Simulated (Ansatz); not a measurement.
`F[Si](Cl)(Cl)[GeH3]` → `F[SiH](Cl)Cl` + `[GeH2]` at 400 K and 1 bar (germylene loss).

Gas-phase electronic energies from Ansatz, PBE0-D4/def2-TZVP geometries. CBS: MP2 limit from def2 TZ/QZ plus the TZ coupled-cluster correction, frozen cores. For Ge outer-core shells are correlated without core-valence functions, which leaves a few kJ/mol of doubt a bond. Scalar relativity is left out up to krypton.

```
              species  CCSD(T)/CBS energy (Eh)  H − E (kJ/mol)  S (J/(mol·K))
`F[Si](Cl)(Cl)[GeH3]`              -3386.51611           116.4          423.1
       `F[SiH](Cl)Cl`              -1309.19911            63.5          333.9
             `[GeH2]`              -2077.24753            42.4          231.0
```

H − E and S are ideal-gas, rigid-rotor, harmonic terms from PBE0-D4/def2-TZVP. 1 Eh = 2625.50 kJ/mol, R = 8.31446 J/(mol·K).

**Question.** By hand: ΔE, ΔH, ΔS and ΔG.

**Answer.** ΔE = (-1309.19911) + (-2077.24753) − (-3386.51611) = 0.06947 Eh = 182.4 kJ/mol. Δ(H − E) = 63.5 + 42.4 − 116.4 = -10.5, so ΔH = 171.9 kJ/mol. ΔS = 333.9 + 231.0 − 423.1 = 141.8 J/(mol·K). ΔG = 171.9 − 400 × (141.8)/1000 = 115.2 kJ/mol.

**Question.** By hand: the equilibrium constant, and the temperature at which ΔG would vanish if ΔH and ΔS stayed fixed.

**Answer.** log₁₀ K = −ΔG/(RT ln 10) = -15.0. ΔG = 0 at ΔH/ΔS = 1212 K.

The number of gas molecules changes by +1, which sets the sign of ΔS. A doubt of 5 kJ/mol in ΔE shifts log₁₀ K by 0.7 here. These are equilibria of isolated gas molecules and say nothing of rates. Largest T1 diagnostic: 0.012 (customary marks: 0.02 for closed shells, 0.045 for open ones).
